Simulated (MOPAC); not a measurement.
MOPAC input (MNDO):

```
MNDO PRECISE GNORM=0.05 LET XYZ CHARGE=1 GEO-OK AUX(PRECISION=9) THREADS=1
C2H10BN2

C     1.90795100 1   -0.69549700 1   -0.16332800 1
C     0.76181700 1   -0.39548200 1    0.82378300 1
B    -0.48666200 1    0.27079800 1    0.18322300 1
N    -1.18740800 1    1.37393300 1    0.59983600 1
N    -1.02516600 1   -0.40969600 1   -1.14270600 1
H     1.61994400 1   -1.42510300 1   -0.92613000 1
H     2.76281300 1   -1.12134800 1    0.35919500 1
H     2.25305400 1    0.20873100 1   -0.66832100 1
H     1.12884900 1    0.23391200 1    1.63744400 1
H     0.44983600 1   -1.33254300 1    1.30440400 1
H    -2.00578700 1    1.77228300 1    0.16439300 1
H    -0.91021900 1    1.87886200 1    1.42944200 1
H    -0.29001900 1   -0.41517900 1   -1.85474500 1
H    -1.84842800 1    0.03423300 1   -1.55175000 1
H    -1.25732500 1   -1.39162600 1   -0.97269700 1
```

From the output:

```
                                                       MOPAC v23.2.5 Linux

          FINAL HEAT OF FORMATION =         97.13905 KCAL/MOL =     406.42979 KJ/MOL

          COSMO AREA              =        127.29 SQUARE ANGSTROMS
          COSMO VOLUME            =        114.26 CUBIC ANGSTROMS

          GRADIENT NORM           =          0.03627          =       0.00936 PER ATOM
          IONIZATION POTENTIAL    =         16.449675 EV
          HOMO LUMO ENERGIES (EV) =        -16.450 -4.151
          NO. OF FILLED LEVELS    =         15
          MOLECULAR WEIGHT        =         72.9244         POINT GROUP:  C1

          MOLECULAR DIMENSIONS (Angstroms)

            Atom       Atom       Distance
            H    14    H     7     5.43512
            H    12    H    13     3.96571
            H    10    H     8     2.47208

          SCF CALCULATIONS        =        151

   ATOM   CHEMICAL          X               Y               Z
  NUMBER   SYMBOL      (ANGSTROMS)     (ANGSTROMS)     (ANGSTROMS)

     1       C          2.07216323  *  -0.34917523  *   0.07108535  *
     2       C          0.69443692  *  -0.67151264  *   0.66311149  *
     3       B         -0.49951094  *   0.16888609  *   0.05858954  *
     4       N         -0.85222850  *   1.44803594  *   0.39548223  *
     5       N         -1.39879866  *  -0.53215375  *  -1.01798601  *
     6       H          2.10805298  *  -0.55395354  *  -1.01799210  *
     7       H          2.84198231  *  -0.98140763  *   0.55888953  *
     8       H          2.35506197  *   0.71012936  *   0.23109604  *
     9       H          0.70446107  *  -0.47576575  *   1.76141424  *
    10       H          0.49383786  *  -1.76106624  *   0.54857542  *
    11       H         -1.60973715  *   1.98739809  *   0.03040463  *
    12       H         -0.32687399  *   1.95755976  *   1.08113756  *
    13       H         -0.81298355  *  -0.92826761  *  -1.75777415  *
    14       H         -2.08804540  *   0.06642410  *  -1.47516100  *
    15       H         -1.91188303  *  -1.30746340  *  -0.58888678  *

                             CARTESIAN COORDINATES

   1    C        2.072163234    -0.349175230     0.071085349
   2    C        0.694436919    -0.671512640     0.663111492
   3    B       -0.499510942     0.168886094     0.058589540
   4    N       -0.852228497     1.448035943     0.395482233
   5    N       -1.398798656    -0.532153752    -1.017986011
   6    H        2.108052979    -0.553953537    -1.017992101
   7    H        2.841982314    -0.981407632     0.558889526
   8    H        2.355061973     0.710129362     0.231096043
   9    H        0.704461072    -0.475765750     1.761414240
  10    H        0.493837859    -1.761066235     0.548575423
  11    H       -1.609737155     1.987398092     0.030404634
  12    H       -0.326873988     1.957559763     1.081137561
  13    H       -0.812983547    -0.928267609    -1.757774148
  14    H       -2.088045402     0.066424096    -1.475161001
  15    H       -1.911883035    -1.307463400    -0.588886777

           Empirical Formula: C2 H10 N2 B  =    15 atoms

      MOLECULAR POINT GROUP   :   C1

                  EIGENVALUES
 -42.80000 -39.93488 -38.90879 -29.52595 -25.69442 -24.57184 -24.51732 -23.63244
 -21.54893 -18.95262 -18.91249 -17.77210 -16.63714 -16.52213 -16.44967  -4.15059
  -3.38319  -2.58532  -1.80530  -1.35958  -1.15934  -0.36116  -0.14116   0.29492
   0.66995   0.81466   1.28473   1.98534   2.18770   2.59884

              NET ATOMIC CHARGES AND DIPOLE CONTRIBUTIONS

  ATOM NO.   TYPE          CHARGE      No. of ELECS.   s-Pop       p-Pop
    1          C           0.027614        3.9724     1.22020     2.75218
    2          C          -0.005714        4.0057     1.20960     2.79611
    3          B           0.039820        2.9602     1.17508     1.78510
    4          N          -0.243245        5.2432     1.42571     3.81754
    5          N           0.014390        4.9856     1.43969     3.54592
    6          H          -0.000256        1.0003     1.00026
    7          H           0.035575        0.9644     0.96443
    8          H           0.014435        0.9856     0.98557
    9          H           0.052373        0.9476     0.94763
   10          H           0.023752        0.9762     0.97625
   11          H           0.198532        0.8015     0.80147
   12          H           0.222319        0.7777     0.77768
   13          H           0.212172        0.7878     0.78783
   14          H           0.196139        0.8039     0.80386
   15          H           0.212095        0.7879     0.78790
 DIPOLE           X         Y         Z       TOTAL
 POINT-CHG.    -4.561    -0.465    -2.516     5.229
 HYBRID        -0.867     0.250    -0.430     0.999
 SUM           -5.428    -0.215    -2.945     6.179

          ATOMIC ORBITAL ELECTRON POPULATIONS

     Atom    s        px        py        pz
    1  C   1.22020   0.88658   0.94453   0.92107
    2  C   1.20960   0.92351   0.91944   0.95316
    3  B   1.17508   0.61185   0.66118   0.51207
    4  N   1.42571   1.28064   1.16491   1.37199
    5  N   1.43969   1.17186   1.17953   1.19454
    6  H   1.00026
    7  H   0.96443
    8  H   0.98557
    9  H   0.94763
   10  H   0.97625
   11  H   0.80147
   12  H   0.77768
   13  H   0.78783
   14  H   0.80386
   15  H   0.78790

 **********************
 *                    *
 * JOB ENDED NORMALLY *
 *                    *
 **********************

 == MOPAC DONE ==
```

The dipole moment of an ion depends on the origin.

The geometry given is a B3LYP-D3(BJ)/def2-TZVP minimum.
